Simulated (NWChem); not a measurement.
Species: C$_{4}$H$_{6}$; SMILES C#CCC

```xyz
10

C      0.2538    -1.9750     0.0000
C     -0.1590    -0.8361     0.0000
C     -0.6345     0.5429     0.0000
C      0.4900     1.5772     0.0000
H      0.6146    -2.9867     0.0000
H     -1.2839     0.6924     0.8798
H     -1.2839     0.6924    -0.8798
H      0.0761     2.5965     0.0000
H      1.1286     1.4659    -0.8885
H      1.1286     1.4659     0.8885
```
Atoms are numbered in this order, from 1.

Coordinates come from a PBE0/def2-SVP optimisation.

Give the principal values of the shielding tensors (ppm) of C1, C2, C3, C4 from KT2/pcSseg-1, GIAO (NWChem), with their diamagnetic and paramagnetic parts as GIAO splits them.


```tsv
atom	σ11	σ22	σ33	isotropic	diamagnetic	paramagnetic
C1	50.8	51.2	253.3	118.4	256.9	-138.5
C2	3.7	11.7	293.2	102.9	259.6	-156.7
C3	154.6	165.8	179.4	166.6	250.2	-83.5
C4	154.7	161.5	184.3	166.9	249.7	-82.8
```
